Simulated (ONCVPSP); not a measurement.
Building the ONCV potential for germanium (PBE, fully relativistic).

* Element: germanium (Ge)
* Generator: ONCVPSP 4.0.1
* Type: optimised norm-conserving Vanderbilt (ONCV)
* Functional: PBE
* Relativity: fully relativistic
* Frozen core: [Ne]
* Valence charge: 22
* Reference configuration: 3s2 3p6 3d10 4s2 4p2
* Partial waves: 3s+4s: rc 0.80 bohr, ncon 3, nbas 7, qcut 13.2 1/bohr, 2 projectors; 3p+4p: rc 1.10 bohr, ncon 3, nbas 6, qcut 13.3 1/bohr, 3 projectors, debl 3.2 Ha; 3d: rc 1.00 bohr, ncon 3, nbas 8, qcut 15.8 1/bohr, 1 projector
* Local potential: polynomial inside 0.50 bohr (lpopt 5, dvloc0 6 Ha)
* Core correction: Teter function, fcfact 4, rcfact 1.8

Open shells are filled in proportion to 2j + 1.

All-electron outer shells of the reference configuration (PBE, scalar-relativistic, ld1.x):

```tsv
shell	level (eV)	outermost node (bohr)	outermost maximum (bohr)
2s	-1371.79	0.06	0.18
2p	-1198.71	–	0.14
3s	-168.49	0.26	0.54
3p	-115.62	0.23	0.54
3d	-29.31	–	0.50
4s	-11.73	0.77	1.75
4p	-3.90	0.82	2.22
```

(1) Estimate the cutoffs (Ha) at which the residual kinetic energy of the hardest occupied pseudo-wave falls to 1 and 0.1 mHa per electron.

(2) Does the potential have ghost states?

(3) Which valence shell sets the plane-wave cutoff?

(4) Tests: 3s2 3p6 3d10 4s2 4p1; 3s2 3p6 3d10 4s2 4p0; 3s2 3p6 3d10 4s1 4p0; 3s2 3p6 3d10 4s2 4p1.5. Which has the largest error in its energy relative to the reference configuration, and how large is it?

Results:

(1) 99 Ha and 110 Ha.

(2) No bound ghost flagged; GHOST(+) flags only above 600 eV.

(3) 3d: 99 Ha for 1 mHa per electron, against 72 Ha for 3s.

(4) 3s2 3p6 3d10 4s1 4p0, with +3.6 meV (all-electron minus pseudo) on +57.68 eV.
